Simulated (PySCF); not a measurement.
**Vibration and rotation of InCl**

RHF-CCSD(T) constants of InCl, ¹Σ⁺ (singlet), closed shell (basis In def2-TZVPP with ECP28, Cl def2-TZVPP; scalar-relativistic core potentials; PySCF 2.14; masses 114.9039 and 34.9689 u):

- ωe: 323.3 cm⁻¹
- ωexe: 1.05 cm⁻¹
- Be: 0.10845 cm⁻¹
- αe: 0.000501 cm⁻¹
- D (centrifugal): 4.88e-08 cm⁻¹
- De to In + Cl: 4.47 eV

(1) Give the vibrational terms G(v) and spacings up to v = 6.

(2) How well does the Morse estimate ωe²/(4ωexe) reproduce De, and what is D0?

Correlated steps freeze 9 core orbitals. These are scalar-relativistic numbers at best; spin–orbit coupling would shift them, the dissociation energy most. Where the molecule has an RHF reference, its open-shell atoms are computed with UHF.

## Answers

(1) G(v) = ωe(v+½) − ωexe(v+½)².

| v | G(v) (cm⁻¹) | G(v) − G(v−1) | Bv (cm⁻¹) |
| --- | --- | --- | --- |
| 0 | 161.4 |  | 0.1082 |
| 1 | 482.6 | 321.2 | 0.1077 |
| 2 | 801.7 | 319.1 | 0.1072 |
| 3 | 1118.7 | 317.0 | 0.1067 |
| 4 | 1433.6 | 314.9 | 0.1062 |
| 5 | 1746.4 | 312.8 | 0.1057 |
| 6 | 2057.1 | 310.7 | 0.1052 |

(2) It gives 3.09 eV, 69 % of the computed De. D0 = De − G(0) = 4.47 − 0.02 = 4.45 eV.
